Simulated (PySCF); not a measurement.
Species: C₄H₈N₂Si.
Structure used (GFN2-xTB), in Å, numbered top down from 1:
```
atom  x, y, z in Å
N1     2.3549    0.9584    0.1497
Si2    1.6247   -0.5686   -0.1423
N3    -0.0913   -0.2586   -0.0304
C4    -1.0528   -1.1632    0.3273
C5    -2.2827   -0.5901    0.2198
C6    -2.0775    0.7348   -0.2330
C7    -0.7338    0.8984   -0.3774
H8     2.0319    1.5214    0.9209
H9     3.3512    1.0504    0.0453
H10    1.8781   -1.6430    0.8244
H11    2.0060   -0.9476   -1.5026
H12   -0.7778   -2.1529    0.6353
H13   -3.2272   -1.0494    0.4390
H14   -2.8377    1.4673   -0.4242
H15   -0.1705    1.7506   -0.7010
```

Method used: PySCF, TDDFT PBE0/def2-SVPD, vertical, gas phase, core orbitals frozen in the response.

Transition dipole moments from the ground state, in atomic units and in the frame of the coordinates above (overall signs are arbitrary), for the states with f of 0.002 or more among the lowest 6:

```tsv
state	E (eV)	μx	μy	μz
S1	5.409	0.071	-0.025	-0.125
S3	6.220	-0.478	-0.048	0.061
S4	6.273	0.136	0.698	-0.151
S5	6.432	-0.335	0.256	0.046
S6	6.599	-0.160	-0.202	0.368
```

**Question.** What oscillator strength does each state have?

**Answer.** f = (2/3) ΔE |μ|² with ΔE in hartree (27.2114 eV).

| state | \|μ\|² (au) | \|μ\| (D) | f |
| --- | --- | --- | --- |
| S1 | 0.021 | 0.37 | 0.003 |
| S3 | 0.234 | 1.23 | 0.036 |
| S4 | 0.528 | 1.85 | 0.081 |
| S5 | 0.180 | 1.08 | 0.028 |
| S6 | 0.201 | 1.14 | 0.033 |

**Question.** Which bond between heavy atoms lies closest to the direction of the S4 transition dipole?

**Answer.** C5–C6, at 7° from it; next N1–Si2 at 26°.

**Question.** What angle do the transition dipoles of S5 and S6 make?

**Answer.** |cos θ| = |μa·μb| / (|μa| |μb|) = 0.10, so θ ≈ 84° (taken between 0 and 90°, since the signs are arbitrary).

**Question.** How is the summed strength of these states shared among x, y and z?

**Answer.** (2/3) Σ ΔE μα² gives 0.060 for x, 0.092 for y and 0.028 for z, 0.181 in all.

**Question.** What peak molar absorption coefficient would the strongest computed level give as a lone Gaussian band 0.5 eV wide at half height?

**Answer.** ε(max) = 2.175×10⁸ f / FWHM, with the width in cm⁻¹. S4: 2.175×10⁸ × 0.0811 / 4033 ≈ 4400 L mol⁻¹ cm⁻¹.

Time: 22 s (grids of density and orbitals included). Hardware: x86-64 server, one thread (shared host).

One conformer stands for the species.
